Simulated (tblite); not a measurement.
A geometry optimisation, step by step.

Species: C₄H₇BrO (charge +1 and doublet state).
SMILES with atom numbers: `[CH3:1][C@H:2]([Br:3])[CH2:4][CH:5]=[O+:6]` (hydrogens: H7, H8, H9 on C1; H10 on C2; H11, H12 on C4; H13 on C5)
Bond orders are those of one Lewis drawing.

Computed with GFN2-xTB (tblite), gas phase: L-BFGS steps from a force-field or distance-geometry start until the largest atomic force falls under 0.01 eV/Å. 11 of its 72 geometries are shown.

Step 0: E = -536.7341 eV, largest atomic force 4.806 eV/Å
```
atom  x, y, z in Å  |  force x, y, z in eV/Å
C1     -1.306   -0.068    0.621   -0.902  -0.345  -0.537
C2     -0.508   -0.591   -0.572   -0.036   1.087   0.414
Br3     0.182   -2.371   -0.225    0.175  -0.672  -0.137
C4      0.631    0.400   -0.770   -0.221  -0.636  -0.640
C5      1.463    0.461    0.473    3.733   3.004  -0.367
O6      2.444    1.208    0.527   -2.735  -2.196   0.078
H7     -1.602   -0.905    1.273   -0.221   0.629  -0.159
H8     -2.200    0.474    0.218    0.631  -0.388   0.742
H9     -0.654    0.623    1.159   -0.565   0.003   0.297
H10    -1.117   -0.594   -1.486    0.064  -0.385   0.044
H11     1.270    0.126   -1.635   -0.067   0.317   0.365
H12     0.179    1.386   -0.952    0.345  -0.034  -0.095
H13     1.214   -0.147    1.351   -0.200  -0.384  -0.006
```

Step 7: E = -537.1257 eV, largest atomic force 0.272 eV/Å
```
atom  x, y, z in Å  |  force x, y, z in eV/Å
C1     -1.346   -0.074    0.621   -0.101   0.043   0.131
C2     -0.499   -0.545   -0.545    0.031   0.006   0.156
Br3     0.201   -2.443   -0.257   -0.013   0.270   0.033
C4      0.653    0.402   -0.786   -0.057   0.022  -0.114
C5      1.554    0.522    0.431    0.044   0.026  -0.029
O6      2.490    1.222    0.562   -0.080  -0.067  -0.060
H7     -1.690   -0.872    1.270   -0.070  -0.161  -0.099
H8     -2.230    0.471    0.294   -0.031  -0.028  -0.175
H9     -0.778    0.623    1.237    0.007  -0.013   0.094
H10    -1.097   -0.676   -1.459    0.078   0.033   0.112
H11     1.290    0.141   -1.636    0.016  -0.088  -0.036
H12     0.248    1.401   -0.986    0.045   0.060  -0.053
H13     1.199   -0.170    1.236    0.132  -0.103   0.039
```

Step 14: E = -537.1830 eV, largest atomic force 0.321 eV/Å
```
atom  x, y, z in Å  |  force x, y, z in eV/Å
C1     -1.389   -0.074    0.644   -0.094   0.046   0.013
C2     -0.495   -0.493   -0.493    0.070  -0.301  -0.088
Br3     0.241   -2.358   -0.207    0.121  -0.072   0.148
C4      0.656    0.429   -0.792    0.002   0.011  -0.005
C5      1.589    0.516    0.401    0.003   0.031   0.036
O6      2.508    1.234    0.534    0.079   0.066   0.014
H7     -1.779   -0.917    1.206   -0.030  -0.075  -0.014
H8     -2.246    0.462    0.251   -0.140   0.191  -0.018
H9     -0.875    0.588    1.337    0.078   0.019   0.077
H10    -1.081   -0.671   -1.396   -0.147   0.080  -0.210
H11     1.272    0.091   -1.636   -0.038  -0.015   0.039
H12     0.304    1.434   -1.044   -0.024   0.070   0.047
H13     1.291   -0.240    1.178    0.118  -0.051  -0.039
```

Step 21: E = -537.2239 eV, largest atomic force 0.213 eV/Å
```
atom  x, y, z in Å  |  force x, y, z in eV/Å
C1     -1.452   -0.072    0.638    0.104  -0.003  -0.042
C2     -0.516   -0.489   -0.475    0.196   0.032  -0.078
Br3     0.317   -2.308   -0.086   -0.117   0.020   0.036
C4      0.643    0.435   -0.781    0.144   0.111   0.092
C5      1.634    0.525    0.368   -0.005  -0.150   0.069
O6      2.526    1.271    0.520   -0.109   0.071  -0.078
H7     -1.882   -0.946    1.127   -0.103   0.117  -0.037
H8     -2.269    0.532    0.243    0.074  -0.020   0.024
H9     -0.930    0.518    1.391    0.016  -0.044   0.025
H10    -1.085   -0.655   -1.399    0.027  -0.153   0.021
H11     1.252    0.061   -1.620   -0.117   0.065   0.031
H12     0.323    1.450   -1.038   -0.112   0.002  -0.004
H13     1.436   -0.320    1.095    0.003  -0.048  -0.060
```

Step 28: E = -537.2770 eV, largest atomic force 0.278 eV/Å
```
atom  x, y, z in Å  |  force x, y, z in eV/Å
C1     -1.466   -0.058    0.612   -0.029  -0.030   0.073
C2     -0.499   -0.517   -0.458   -0.086   0.199   0.013
Br3     0.302   -2.288    0.063    0.103  -0.127   0.005
C4      0.627    0.450   -0.756    0.061  -0.044   0.002
C5      1.670    0.518    0.347   -0.076  -0.051  -0.091
O6      2.479    1.350    0.515   -0.065  -0.054   0.102
H7     -2.036   -0.893    1.008   -0.016  -0.074   0.060
H8     -2.206    0.647    0.237    0.203   0.102  -0.161
H9     -0.921    0.409    1.432   -0.076  -0.021   0.021
H10    -1.021   -0.758   -1.396   -0.043   0.010   0.085
H11     1.210    0.115   -1.625   -0.013   0.067  -0.056
H12     0.249    1.460   -0.968    0.029  -0.137   0.043
H13     1.608   -0.435    0.973    0.008   0.158  -0.096
```

Step 36: E = -537.3117 eV, largest atomic force 0.076 eV/Å
```
atom  x, y, z in Å  |  force x, y, z in eV/Å
C1     -1.477   -0.053    0.607    0.048   0.015   0.033
C2     -0.485   -0.540   -0.422   -0.040   0.034  -0.012
Br3     0.336   -2.297    0.158    0.048   0.000  -0.033
C4      0.619    0.444   -0.753   -0.017  -0.022  -0.012
C5      1.692    0.514    0.311   -0.058   0.017  -0.025
O6      2.424    1.395    0.553    0.031   0.035   0.032
H7     -2.155   -0.845    0.917   -0.035   0.027  -0.062
H8     -2.069    0.755    0.182   -0.015  -0.010   0.013
H9     -0.975    0.321    1.497    0.045   0.012   0.047
H10    -1.012   -0.821   -1.343    0.000  -0.019  -0.015
H11     1.163    0.163   -1.663   -0.003  -0.044  -0.004
H12     0.209    1.448   -0.913   -0.002  -0.029   0.006
H13     1.726   -0.485    0.851   -0.002  -0.017   0.033
```

Step 43: E = -537.3150 eV, largest atomic force 0.069 eV/Å
```
atom  x, y, z in Å  |  force x, y, z in eV/Å
C1     -1.468   -0.048    0.611    0.023  -0.020  -0.004
C2     -0.486   -0.542   -0.424   -0.032  -0.015   0.014
Br3     0.357   -2.299    0.147   -0.017   0.014  -0.009
C4      0.617    0.440   -0.756   -0.039  -0.016  -0.012
C5      1.684    0.516    0.313   -0.043   0.032  -0.044
O6      2.409    1.401    0.564    0.032   0.050   0.020
H7     -2.168   -0.828    0.898   -0.001  -0.004   0.018
H8     -2.048    0.771    0.189    0.021   0.022   0.016
H9     -0.961    0.310    1.507   -0.008  -0.035  -0.006
H10    -1.018   -0.830   -1.341    0.015   0.006   0.008
H11     1.157    0.150   -1.667    0.026   0.003   0.006
H12     0.199    1.440   -0.913    0.033   0.011  -0.040
H13     1.721   -0.481    0.854   -0.010  -0.049   0.033
```

Step 50: E = -537.3200 eV, largest atomic force 0.114 eV/Å
```
atom  x, y, z in Å  |  force x, y, z in eV/Å
C1     -1.447   -0.054    0.621   -0.039   0.034   0.015
C2     -0.493   -0.546   -0.439    0.027   0.027   0.004
Br3     0.366   -2.298    0.103   -0.024  -0.052   0.033
C4      0.613    0.432   -0.772    0.030   0.028  -0.027
C5      1.645    0.534    0.328    0.110   0.006   0.017
O6      2.376    1.416    0.579   -0.099  -0.056  -0.013
H7     -2.171   -0.815    0.907    0.034   0.016  -0.038
H8     -2.000    0.800    0.229    0.004  -0.034   0.022
H9     -0.917    0.266    1.518    0.006  -0.039  -0.006
H10    -1.035   -0.827   -1.351   -0.013   0.031   0.015
H11     1.182    0.119   -1.657    0.023  -0.025  -0.003
H12     0.214    1.431   -0.977   -0.044   0.010  -0.003
H13     1.663   -0.458    0.892   -0.014   0.053  -0.016
```

Step 57: E = -537.3239 eV, largest atomic force 0.054 eV/Å
```
atom  x, y, z in Å  |  force x, y, z in eV/Å
C1     -1.432   -0.054    0.629   -0.024   0.013  -0.005
C2     -0.491   -0.545   -0.443    0.019  -0.003  -0.005
Br3     0.357   -2.305    0.107   -0.019   0.010  -0.016
C4      0.616    0.427   -0.790    0.019  -0.008   0.017
C5      1.629    0.548    0.326    0.001  -0.010   0.053
O6      2.333    1.444    0.596   -0.016  -0.003  -0.013
H7     -2.188   -0.796    0.875    0.015  -0.026  -0.013
H8     -1.950    0.834    0.271    0.017   0.014   0.021
H9     -0.894    0.197    1.543   -0.006   0.019   0.002
H10    -1.048   -0.818   -1.348   -0.003  -0.006  -0.015
H11     1.205    0.091   -1.655   -0.034  -0.005  -0.002
H12     0.213    1.420   -1.021    0.009  -0.032  -0.003
H13     1.644   -0.442    0.893    0.023   0.036  -0.022
```

Step 64: E = -537.3248 eV, largest atomic force 0.027 eV/Å
```
atom  x, y, z in Å  |  force x, y, z in eV/Å
C1     -1.431   -0.054    0.631    0.000   0.003  -0.007
C2     -0.491   -0.544   -0.442    0.013  -0.006   0.001
Br3     0.349   -2.306    0.106   -0.002  -0.008  -0.010
C4      0.619    0.423   -0.792    0.000  -0.001  -0.001
C5      1.629    0.552    0.328   -0.014  -0.011   0.003
O6      2.320    1.458    0.599   -0.009  -0.002  -0.005
H7     -2.193   -0.795    0.859   -0.009   0.007   0.011
H8     -1.935    0.847    0.286   -0.012   0.001  -0.007
H9     -0.897    0.181    1.551    0.004  -0.004   0.006
H10    -1.048   -0.816   -1.347    0.002   0.007   0.000
H11     1.203    0.080   -1.655    0.001  -0.006   0.009
H12     0.215    1.413   -1.032    0.007   0.001   0.004
H13     1.655   -0.438    0.890    0.019   0.018  -0.005
```

Step 71: E = -537.3252 eV, largest atomic force 0.009 eV/Å
```
atom  x, y, z in Å  |  force x, y, z in eV/Å
C1     -1.432   -0.054    0.632    0.005  -0.004   0.001
C2     -0.491   -0.545   -0.440   -0.003   0.000   0.000
Br3     0.345   -2.310    0.100   -0.002   0.001  -0.002
C4      0.619    0.420   -0.791   -0.002  -0.001   0.001
C5      1.629    0.554    0.329    0.003   0.002  -0.008
O6      2.309    1.469    0.599    0.001   0.007   0.005
H7     -2.201   -0.790    0.857   -0.002  -0.005   0.000
H8     -1.930    0.852    0.289    0.001   0.001  -0.002
H9     -0.899    0.172    1.555    0.002   0.008   0.001
H10    -1.049   -0.812   -1.347   -0.003   0.002   0.000
H11     1.204    0.071   -1.653    0.004   0.001   0.006
H12     0.219    1.410   -1.035   -0.002  -0.003  -0.003
H13     1.671   -0.434    0.888    0.000  -0.008   0.001
```

Q: Summarise the path.

A: The energy falls by 57.03 kJ/mol from step 0 to step 71; nine tenths of that is first reached at step 27. It falls at every step. The largest force goes from 4.806 to 0.009 eV/Å. Among the bonds C2–Br3 changes most, from 1.941 to 2.026 Å; the atoms move by 0.402 Å rms after alignment.

Q: Follow the three bonds and two angles with the largest change from start to end.

A: 
```json
{"step": "0", "E above end (kJ/mol)": "57.03", "largest force (eV/Å)": "4.806", "C2–Br3 (Å)": "1.941", "C5=O6 (Å)": "1.234", "C5–H13 (Å)": "1.097", "C4–C5–H13 (°)": "121.1", "C1–C2–C4 (°)": "105.6"}
{"step": "3", "E above end (kJ/mol)": "32.21", "largest force (eV/Å)": "0.607", "C2–Br3 (Å)": "1.984", "C5=O6 (Å)": "1.180", "C5–H13 (Å)": "1.130", "C4–C5–H13 (°)": "116.7", "C1–C2–C4 (°)": "108.3"}
{"step": "6", "E above end (kJ/mol)": "20.15", "largest force (eV/Å)": "0.288", "C2–Br3 (Å)": "2.050", "C5=O6 (Å)": "1.174", "C5–H13 (Å)": "1.124", "C4–C5–H13 (°)": "110.1", "C1–C2–C4 (°)": "110.6"}
{"step": "9", "E above end (kJ/mol)": "17.78", "largest force (eV/Å)": "0.292", "C2–Br3 (Å)": "2.019", "C5=O6 (Å)": "1.176", "C5–H13 (Å)": "1.118", "C4–C5–H13 (°)": "109.9", "C1–C2–C4 (°)": "111.4"}
{"step": "12", "E above end (kJ/mol)": "15.48", "largest force (eV/Å)": "0.260", "C2–Br3 (Å)": "2.010", "C5=O6 (Å)": "1.173", "C5–H13 (Å)": "1.125", "C4–C5–H13 (°)": "110.0", "C1–C2–C4 (°)": "114.1"}
{"step": "15", "E above end (kJ/mol)": "12.88", "largest force (eV/Å)": "0.270", "C2–Br3 (Å)": "2.030", "C5=O6 (Å)": "1.174", "C5–H13 (Å)": "1.124", "C4–C5–H13 (°)": "109.9", "C1–C2–C4 (°)": "116.1"}
{"step": "19", "E above end (kJ/mol)": "10.98", "largest force (eV/Å)": "0.190", "C2–Br3 (Å)": "2.030", "C5=O6 (Å)": "1.174", "C5–H13 (Å)": "1.131", "C4–C5–H13 (°)": "109.6", "C1–C2–C4 (°)": "115.8"}
{"step": "22", "E above end (kJ/mol)": "9.08", "largest force (eV/Å)": "0.246", "C2–Br3 (Å)": "2.042", "C5=O6 (Å)": "1.173", "C5–H13 (Å)": "1.131", "C4–C5–H13 (°)": "108.9", "C1–C2–C4 (°)": "117.8"}
{"step": "25", "E above end (kJ/mol)": "6.97", "largest force (eV/Å)": "0.254", "C2–Br3 (Å)": "2.031", "C5=O6 (Å)": "1.172", "C5–H13 (Å)": "1.130", "C4–C5–H13 (°)": "108.7", "C1–C2–C4 (°)": "117.7"}
{"step": "28", "E above end (kJ/mol)": "4.65", "largest force (eV/Å)": "0.278", "C2–Br3 (Å)": "2.012", "C5=O6 (Å)": "1.172", "C5–H13 (Å)": "1.142", "C4–C5–H13 (°)": "108.9", "C1–C2–C4 (°)": "114.9"}
{"step": "31", "E above end (kJ/mol)": "2.81", "largest force (eV/Å)": "0.218", "C2–Br3 (Å)": "2.046", "C5=O6 (Å)": "1.174", "C5–H13 (Å)": "1.145", "C4–C5–H13 (°)": "109.0", "C1–C2–C4 (°)": "115.0"}
{"step": "34", "E above end (kJ/mol)": "1.72", "largest force (eV/Å)": "0.155", "C2–Br3 (Å)": "2.039", "C5=O6 (Å)": "1.172", "C5–H13 (Å)": "1.132", "C4–C5–H13 (°)": "108.7", "C1–C2–C4 (°)": "115.1"}
{"step": "37", "E above end (kJ/mol)": "1.24", "largest force (eV/Å)": "0.061", "C2–Br3 (Å)": "2.024", "C5=O6 (Å)": "1.172", "C5–H13 (Å)": "1.139", "C4–C5–H13 (°)": "108.3", "C1–C2–C4 (°)": "114.7"}
{"step": "40", "E above end (kJ/mol)": "1.08", "largest force (eV/Å)": "0.053", "C2–Br3 (Å)": "2.028", "C5=O6 (Å)": "1.172", "C5–H13 (Å)": "1.139", "C4–C5–H13 (°)": "108.2", "C1–C2–C4 (°)": "114.6"}
{"step": "43", "E above end (kJ/mol)": "0.98", "largest force (eV/Å)": "0.069", "C2–Br3 (Å)": "2.031", "C5=O6 (Å)": "1.171", "C5–H13 (Å)": "1.135", "C4–C5–H13 (°)": "108.4", "C1–C2–C4 (°)": "114.4"}
{"step": "46", "E above end (kJ/mol)": "0.81", "largest force (eV/Å)": "0.062", "C2–Br3 (Å)": "2.033", "C5=O6 (Å)": "1.171", "C5–H13 (Å)": "1.140", "C4–C5–H13 (°)": "108.4", "C1–C2–C4 (°)": "114.2"}
{"step": "49", "E above end (kJ/mol)": "0.60", "largest force (eV/Å)": "0.127", "C2–Br3 (Å)": "2.028", "C5=O6 (Å)": "1.173", "C5–H13 (Å)": "1.143", "C4–C5–H13 (°)": "108.2", "C1–C2–C4 (°)": "114.1"}
{"step": "52", "E above end (kJ/mol)": "0.36", "largest force (eV/Å)": "0.069", "C2–Br3 (Å)": "2.026", "C5=O6 (Å)": "1.171", "C5–H13 (Å)": "1.137", "C4–C5–H13 (°)": "108.1", "C1–C2–C4 (°)": "113.7"}
{"step": "56", "E above end (kJ/mol)": "0.16", "largest force (eV/Å)": "0.050", "C2–Br3 (Å)": "2.031", "C5=O6 (Å)": "1.171", "C5–H13 (Å)": "1.140", "C4–C5–H13 (°)": "107.9", "C1–C2–C4 (°)": "114.1"}
{"step": "59", "E above end (kJ/mol)": "0.08", "largest force (eV/Å)": "0.050", "C2–Br3 (Å)": "2.028", "C5=O6 (Å)": "1.172", "C5–H13 (Å)": "1.138", "C4–C5–H13 (°)": "107.9", "C1–C2–C4 (°)": "114.4"}
{"step": "62", "E above end (kJ/mol)": "0.05", "largest force (eV/Å)": "0.027", "C2–Br3 (Å)": "2.028", "C5=O6 (Å)": "1.171", "C5–H13 (Å)": "1.137", "C4–C5–H13 (°)": "107.8", "C1–C2–C4 (°)": "114.4"}
{"step": "65", "E above end (kJ/mol)": "0.03", "largest force (eV/Å)": "0.028", "C2–Br3 (Å)": "2.027", "C5=O6 (Å)": "1.171", "C5–H13 (Å)": "1.139", "C4–C5–H13 (°)": "107.9", "C1–C2–C4 (°)": "114.5"}
{"step": "68", "E above end (kJ/mol)": "0.01", "largest force (eV/Å)": "0.016", "C2–Br3 (Å)": "2.026", "C5=O6 (Å)": "1.171", "C5–H13 (Å)": "1.137", "C4–C5–H13 (°)": "108.2", "C1–C2–C4 (°)": "114.5"}
{"step": "71", "E above end (kJ/mol)": "0.00", "largest force (eV/Å)": "0.009", "C2–Br3 (Å)": "2.026", "C5=O6 (Å)": "1.171", "C5–H13 (Å)": "1.136", "C4–C5–H13 (°)": "108.2", "C1–C2–C4 (°)": "114.5"}
```

What follows is the cost of the whole relaxation. Hardware: one thread, Arm Neoverse V2 (aarch64), no GPU, shared host. Cost: 0.32 s wall.
